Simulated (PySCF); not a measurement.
Atoms are numbered as in `[F:1][C:2]([F:3])([F:4])[c:5]1[cH:6][cH:7][cH:8][cH:9][c:10]1[Cl:11]` (H(Xn): hydrogen on atom n).

Relativity neglected, one conformer, fast rotation and ring inversion assumed for equivalent nuclei, gas phase. GFN2-xTB structure; shielding tensors at PBE0/pcSseg-1 (GIAO); PySCF.

Chemical shifts δ = σref − σ; TMS for 13C and 1H; 19F vs CFCl3; 35Cl vs HCl, all at this level.

```tsv
atoms	nucleus	count	Hirshfeld charge	δ (ppm)
C2	13C	1	0.25	132.4
C6	13C	1	-0.04	133.5
C9	13C	1	-0.05	137.1
H(C6)	1H	1	0.05	?
H(C7)	1H	1	0.06	7.60
H(C8)	1H	1	0.06	?
H(C9)	1H	1	0.06	?
C10	13C	1	0.02	146.3
Cl11	35Cl	1	-0.01	241
F1/F3/F4	19F	3	-0.09	?
C8	13C	1	-0.03	138.2
C5	13C	1	-0.05	135.7
C7	13C	1	-0.04	131.6
```

Fill in the missing shifts.

Answers


- H(C6): 8.07 ppm, hydrogen on an aromatic CH; ring-current deshielding
- H(C8): 7.78 ppm, hydrogen on an aromatic CH; ring-current deshielding
- H(C9): 7.78 ppm, hydrogen on an aromatic CH; aromatic region
- F1/F3/F4: -79.6 ppm, fluorine of a CF3 group

Carbons that carry Cl, above all several Cl atoms, come out too deshielded, partly because spin–orbit coupling is missing. Shifts are as computed. Against solution values, carbons near 30 ppm lie about +3 ppm off and those near 130 ppm about +5 ppm; carbons on Cl a further +6 ppm. Of 1211 compounds with measured shifts, 218 miss one by over three times the rms of a fit or turn the order of signals round; such compounds aren't used in these exercises. Unscaled 19F shifts against computed CFCl3 carry errors that often reach 10 to 50 ppm.
